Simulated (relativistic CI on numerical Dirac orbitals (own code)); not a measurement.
# Hyperfine structure of Cs XX, mass number 133

Computed by Dirac-Coulomb-Breit CI, orbitals from a KLI potential per configuration, a model potential for QED, unscaled Slater integrals (own radial code, finite nucleus).

CI space (outside the closed core [Ar] 3d10): 4s2 4p6, 4s2 4p5 4d, 4s 4p6 4d, 4s2 4p5 4f, 4s 4p6 4f, 4s2 4p5 5s, 4s2 4p5 5p, 4p6 4d2, 4p5 4d3, 4p5 4d2 4f, 4p5 4d2 5s, 4p5 4d2 5p, 4p6 4f2, 4p5 4d 4f2, 4p5 4f3, 4p5 4f2 5s, 4p5 4f2 5p. Double excitations out of closed p, d and f shells are left out; levels of such configurations are missing from the list, as are those of other unlisted configurations, and high levels can miss mixing partners.

Nuclear spin I = 7/2, μ = 2.5778 μN, Q = -0.0034 b (tables of Stone and Pyykkö). The electronic factors are computed for point nuclear moments, without core polarisation or the Bohr-Weisskopf and QED corrections.

| Level | E (cm⁻¹) | A (MHz) | B (MHz) |
| --- | --- | --- | --- |
| 4s2 4p5 4d 3P°_1 | 681941 | 4210 | -17.8 |
| 4s2 4p5 4d 3F°_3 | 703818 | 7970 | 84.9 |
| 4s2 4p5 4d 3F°_4 | 712922 | 5385 | 78.1 |
| 4s2 4p5 4d 3D°_3 | 755506 | 4671 | -35.3 |
| 4s2 4p5 4d 3D°_1 | 799748 | -3232 | -19.8 |
| 4s2 4p5 4d 3F°_2 | 836327 | 20850 | -41 |
| 4s2 4p5 4d 1P°_1 | 998826 | -9854 | 1.43 |
| 4s 4p6 4d 3D_1 | 1314865 | -51040 | -5.83 |

Levels with J = 0, under 50 % of one LS term, or S terms without an open s electron are left out. Small factors come from cancelling terms and can be off by tens of per cent or more.

At this charge energies of transitions that change n are usually good to better than 1 %, and those within a shell (Δn = 0) to a few per cent.

Question: Give the hyperfine levels of 4s2 4p5 4d 3F°_3 relative to its centre of gravity.

Answer: With K = F(F + 1) − I(I + 1) − J(J + 1), E = AK/2 + B[¾K(K + 1) − I(I + 1)J(J + 1)]/[2I(2I − 1)J(2J − 1)]: F = 1/2: -107500, F = 3/2: -95610, F = 5/2: -75700, F = 7/2: -47830, F = 9/2: -11980, F = 11/2: 31860, F = 13/2: 83700 MHz.

LS names give the leading component of a level, which can be under half, so a name can repeat, a term be missing and a line seem to break the LS rules.
